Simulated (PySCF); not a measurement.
Co: electron affinity

Co⁻ [Ar] 3d8 4s2 (3F) → Co [Ar] 3d7 4s2 (4F), as a difference of total energies. Calculation: PySCF 2.14, in aug-pcseg-3; no relativity, point nucleus. Correlated levels: valence: [Ar] frozen. The calculations carry no spin-orbit coupling.

| method | electron affinity (eV) |
| --- | --- |
| UHF | -1.748 |
| LDA | 1.975 |
| PBE | 1.650 |
| PBE0 | 0.927 |
| r2SCAN | 1.292 |
| BLYP | 1.569 |
| LC-wPBE | 1.170 |
| BP86 | 1.814 |
| MP2 (valence) | 0.761 |
| SCS-MP2 (valence) | 0.626 |

A first-order spin-orbit estimate (lowest level to lowest level, LS coupling) adds -0.010 eV.

These non-relativistic numbers lack the scalar-relativistic shift.

Errors of the correlated levels include the incompleteness of this basis and the frozen core.

A negative affinity means that the anion lies above the atom at that level of theory.

In the anion the highest occupied orbital energy is positive at LDA, PBE, PBE0, r2SCAN, BLYP, BP86, a self-interaction effect; the basis confines that electron, and the energy difference can still be sensible.

For comparison: 0.662 eV (measured; photodetachment measurements, as compiled on the Wikipedia data page of electron affinities).
